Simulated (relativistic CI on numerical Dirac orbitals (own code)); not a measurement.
What each ingredient does to the levels of Nb X

Base calculation: Dirac-Coulomb-Breit CI, KLI orbitals optimised for each configuration, model QED (radiative potential, 1s self-energy scaled to tabulated hydrogen-like ionisation energies), unscaled Slater integrals.

CI space (outside the closed core [Ar] 3d10): 4s2.4p2, 4s.4p3, 4p4, 4s2.4p.4d, 4s.4p2.4d, 4s2.4p.4f, 4s.4p2.4f, 4s2.4p.5s, 4p3.4d, 4s2.4p.5p, 4s.4p.4d2, 4s2.4d.4f, 4s2.4d2, 4s.4d3, 4s.4d2.4f, 4p2.4d2, 4p.4d3, 4p.4d2.4f, 4p.4d2.5s, 4s2.4f2, 4s.4d.4f2, 4s.4f3, 4s2.4d.5s, 4s.4d2.5s, 4s.4d.4f.5s. Double excitations out of closed p, d and f shells are left out; levels of such configurations are missing from the list, as are those of other unlisted configurations, and high levels can miss mixing partners. These lack a partner that the ground configuration has and come out too high: 4s2.4p.5p.

Variants: (1) QED terms removed. Shifts of the energy above 4s2.4p2 3P_0, in cm⁻¹, for the lowest level and the first level of each name with at least 55 % of one term (blank where a level changes its place among those of its configuration and J or its character, or is not in the variant):

```tsv
Level	Base	Δ(1)
4s2.4p2 3P_0	0	0
4s2.4p2 3P_1	13644	-36
4s2.4p2 3P_2	22539	-44
4s2.4p2 1D_2	46929	-71
4s2.4p2 1S_0	77527	-60
4s.4p3 5S°_2	175008	+513
4s.4p3 3D°_1	226137	+483
4s.4p3 3D°_2	226637	+481
4s.4p3 3D°_3	231870	+466
4s.4p3 3P°_0	258601	+470
4s.4p3 3P°_1	260414	+463
4s.4p3 3P°_2	262515	+445
4s.4p3 1D°_2	292344	+353
4s.4p3 3S°_1	317066	+522
4s.4p3 1P°_1	341858	+448
4s2.4p.4d 3F°_2	348047	+7
4s2.4p.4d 3F°_3	356678	-21
4s2.4p.4d 3F°_4	369978	-52
4s2.4p.4d 3P°_0	403810	-6
4s2.4p.4d 3D°_3	410765	+1
4s2.4p.4d 3D°_2	411305	+3
4s2.4p.4d 1F°_3	443428	-36
```

At this charge energies of transitions that change n are usually good to better than 1 %, and those within a shell (Δn = 0) to a few per cent.

Ionisation energy from the two ground configurations alone: base 179.301 eV. The NIST ASD value (theoretical) is 180 eV.

LS names give the leading component of a level, which can be under half, so a name can repeat, a term be missing and a line seem to break the LS rules.
